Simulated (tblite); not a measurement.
Species: C8H7O2P.
Structure used (GFN2-xTB), in Å, numbered top down from 1:
```
atom  x, y, z in Å
C1    -3.0836    0.2856    1.9173
C2    -2.5334    0.1651    0.8578
P3    -1.7239    0.0780   -0.7255
O4    -2.1839    1.0527   -1.7179
O5    -2.0156   -1.4381   -1.1967
C6     0.0405    0.0775   -0.3264
C7     0.8730    0.9755   -0.9738
C8     2.2281    0.9775   -0.6924
C9     2.7403    0.0834    0.2339
C10    1.9029   -0.8124    0.8818
C11    0.5480   -0.8158    0.6054
H12   -3.5668    0.3719    2.8476
H13   -2.5469   -1.4003   -1.9942
H14    0.4437    1.6606   -1.6899
H15    2.8834    1.6747   -1.1931
H16    3.7979    0.0821    0.4540
H17    2.3099   -1.5059    1.6032
H18   -0.1221   -1.5057    1.0972
```

Computed with GFN2-xTB (tblite): harmonic, unscaled wavenumbers at the GFN2-xTB geometry, gas phase. Against measured fundamentals such values can be off by several per cent, at times by over 20. One conformer, not necessarily the lowest.

Harmonic wavenumbers (cm⁻¹): 25.4, 63.6, 105.0, 121.1, 143.2, 186.1, 261.7, 292.6, 317.3, 361.9, 367.2, 398.6, 460.3, 474.5, 586.2, 649.8, 661.2, 670.0, 673.9, 728.3, 744.7, 803.6, 879.1, 881.1, 904.9, 927.9, 935.2, 978.7, 1075.4, 1110.5, 1135.2, 1181.0, 1188.1, 1266.4, 1269.8, 1325.0, 1428.2, 1455.8, 1588.4, 1589.2, 2217.3, 3074.6, 3079.0, 3083.7, 3089.2, 3094.4, 3363.5, 3575.4.

A = 1766, B = 694.9, C = 608.1 MHz; mass 166.018 u (most abundant isotopes); point group C1, symmetry number 1.

**Question.** What is the zero-point energy?

**Answer.** ½Σν̃ = 27397 cm⁻¹ = 78.33 kcal/mol.

**Question.** Entropy at 298.15 K, 1 bar (ideal gas, RRHO, classical rotation)?

**Answer.** Translation 41.26, rotation 30.44, vibration 34.88: S = 106.6 cal/(mol K).

**Question.** And Cp and H(298.15 K) − H(0)?

**Answer.** Cp = 43.54 cal/(mol K), of which vibrations give 35.60 (their classical limit is 48 R = 95.4); H(298.15 K) − H(0) = 7.75 kcal/mol without the zero-point energy, 5.38 from vibrations.

**Question.** What must be added to the electronic energy to get the Gibbs energy at 298.15 K and 1 bar?

**Answer.** ZPE + [H(298.15 K) − H(0)] − T·S = 78.33 + 7.75 − 31.78 = 54.30 kcal/mol.

**Question.** How do the functions run with temperature in this model?

**Answer.** 
| T (K) | S (cal/(mol K)) | Cp (cal/(mol K)) | H − H(0) (kcal/mol) | G − H(0) (kcal/mol) | ln q(vib) |
| --- | --- | --- | --- | --- | --- |
| 100 | 73.8 | 20.3 | 1.40 | -5.99 | 2.41 |
| 200 | 91.6 | 32.2 | 4.02 | -14.29 | 5.47 |
| 300 | 106.8 | 43.7 | 7.83 | -24.22 | 8.52 |
| 500 | 133.7 | 61.4 | 18.48 | -48.35 | 14.51 |
| 800 | 166.1 | 76.2 | 39.36 | -93.52 | 22.80 |
| 1000 | 183.8 | 82.2 | 55.24 | -128.56 | 27.77 |

q(vib) and H(0) count from the zero-point level.

**Question.** Which modes carry the vibrational entropy at 298.15 K?

**Answer.** 25.4 cm⁻¹: 6.16; 63.6 cm⁻¹: 4.34; 105.0 cm⁻¹: 3.36; 121.1 cm⁻¹: 3.08; 143.2 cm⁻¹: 2.76; 186.1 cm⁻¹: 2.27 cal/(mol K); the other 42 give 12.91 together.

**Question.** Blend soft modes into free rotors: weight 1/[1 + (100 cm⁻¹/ν̃)⁴] for the oscillator and the rest for a rotor with moment μB/(μ + B), μ = h/(8π²ν), B = 10⁻⁴⁴ kg m². What vibrational entropy results?

**Answer.** 31.64 cal/(mol K) in place of 34.88, which changes −T·S at 298.15 K by +0.97 kcal/mol.

Hindered rotation and anharmonicity are outside this model. Other conformers, if any are populated, would add a mixing term that is left out. The structure is chiral; the term R ln 2 for an equal mix with its mirror image is left out.
